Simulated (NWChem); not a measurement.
System: CH5NOSi2; SMILES C1=N[SiH2][SiH2]O1

```xyz
10

C      1.5613    -0.0382     0.0000
N      1.0223    -1.1904     0.0000
Si    -0.7452    -1.2057     0.0000
Si    -0.7951     1.1404     0.0000
O      0.9351     1.1770     0.0000
H      2.6456     0.0968     0.0000
H     -1.2812    -1.8842     1.2085
H     -1.2812    -1.8842    -1.2085
H     -1.2614     1.8658    -1.2096
H     -1.2614     1.8658     1.2096
```
Atoms are numbered in this order, from 1.

Program: NWChem. Pople sets run with spherical d functions. Structure relaxed at the B3LYP/6-31G* (spherical d) level.

For level Hartree-Fock/6-31G*:

highest occupied level (eV): -10.29
orbital gap (eV): 13.07
dipole (D): 1.88

How do the values read with level BP86/6-31G* instead?

The highest occupied level (eV) comes out as -6.07 and the orbital gap (eV) is 4.77. The dipole (D) is 1.43.
